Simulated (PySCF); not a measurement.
Does the answer move with the share of exact exchange?

CH6Al2Cl2O.
Atom-mapped SMILES: `[CH3:1][O:2][AlH-:3]1[Cl+:4][AlH2-:5][Cl+:6]1` (hydrogens: H7, H8, H9 on C1; H10 on Al3; H11, H12 on Al5)

Torsions of this conformer, `[CH3:1][O:2][AlH-:3]1[Cl+:4][AlH2-:5][Cl+:6]1`: C1–O2–Al3–Cl4 -48°.

PySCF, def2-SVPD basis, density fitting, gas phase, PBE0-D3(BJ)/def2-SVP geometry; singlet excitations by full TDDFT with frozen cores, triplets by Tamm–Dancoff TDDFT and ionisation energies by ΔSCF, from the lowest of the holes tried. One functional is left out:

| functional | exact exchange (%) | HOMO energy (eV) | LUMO energy (eV) | lowest singlet excitation (eV) | lowest triplet excitation (eV) | dipole moment (D) | mean polarisability (au) | vertical ionisation energy (eV) |
| --- | --- | --- | --- | --- | --- | --- | --- | --- |
| LDA | 0 | -6.84 | -1.75 | 5.21 | 5.03 | 0.783 | 101.4 | 10.23 |
| PBE | 0 | -6.71 | -1.51 | 5.31 | 5.13 | 0.745 | 99.5 | 10.07 |
| B3LYP | 20 | -7.99 | -0.93 | 6.39 | 6.07 | 0.794 | 95.2 | 10.43 |
| BHandHLYP | 50 | -9.71 | 0.01 | 7.05 | 6.55 | 0.845 | 90.6 | 10.44 |

Predict the row of PBE0 (25 % exact exchange) by straight lines through the other rows, and check it.

```tsv
property	line	computed	computed − line	B3LYP (20 %), for comparison
HOMO energy (eV)	-8.25	-8.23	+0.02	-7.99
LUMO energy (eV)	-0.80	-0.75	+0.05	-0.93
lowest singlet excitation (eV)	6.26	6.50	+0.24	6.39
lowest triplet excitation (eV)	5.92	6.06	+0.14	6.07
dipole moment (D)	0.804	0.787	-0.017	0.794
mean polarisability (au)	95.2	94.5	-0.7	95.2
vertical ionisation energy (eV)	10.34	10.17	-0.17	10.43
```

Which of these properties follows the share of exact exchange most closely, and which least?

Most closely the HOMO energy, least the vertical ionisation energy; the correlations over the tabulated rows are HOMO energy -0.999, LUMO energy 0.992, mean polarisability -0.978, lowest singlet excitation 0.971, lowest triplet excitation 0.961, dipole moment 0.926, vertical ionisation energy 0.807. The HOMO energy moves by -0.588 eV for every 10 %. Functionals with the same share still differ in their other parts: at 0 % LDA and PBE differ by 0.13 eV in it.
